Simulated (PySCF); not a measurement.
Excitation energy of Si+ by level of theory

Si+ [Ne] 3s2 3p1 (2P) → Si+ [Ne] 3s2 4s1 (2S), as a difference of total energies. Computed with PySCF 2.14 in aug-cc-pwCVDZ (6s5p3d, 36 functions), with no relativity, point nucleus. Correlated levels: valence: [Ne] frozen; valence and next inner shell: 1s2 frozen; nothing frozen. The calculations carry no spin-orbit coupling.

```json
{"method": "UHF", "excitation energy (eV)": "7.992"}
{"method": "LDA", "excitation energy (eV)": "8.043"}
{"method": "PBE", "excitation energy (eV)": "8.112"}
{"method": "PBE0", "excitation energy (eV)": "8.188"}
{"method": "r2SCAN", "excitation energy (eV)": "8.396"}
{"method": "TPSS", "excitation energy (eV)": "8.327"}
{"method": "B2PLYP", "excitation energy (eV)": "8.076"}
{"method": "HSE06", "excitation energy (eV)": "8.181"}
{"method": "PBEsol", "excitation energy (eV)": "8.080"}
{"method": "MP2 (valence)", "excitation energy (eV)": "7.957"}
{"method": "SCS-MP2 (valence)", "excitation energy (eV)": "7.967"}
{"method": "MP2 (valence and next inner shell)", "excitation energy (eV)": "7.908"}
{"method": "SCS-MP2 (valence and next inner shell)", "excitation energy (eV)": "7.925"}
{"method": "MP2 (all electrons)", "excitation energy (eV)": "7.908"}
{"method": "SCS-MP2 (all electrons)", "excitation energy (eV)": "7.925"}
```

Problem. How much does correlation contribute at MP2 (all electrons)?

Solution. 7.908 − (7.992) = -0.084 eV, measured against UHF.

Errors of the correlated levels include the incompleteness of this basis and the frozen core.

For comparison: 8.097 eV (measured; NIST levels, between the centres of gravity of the two terms).
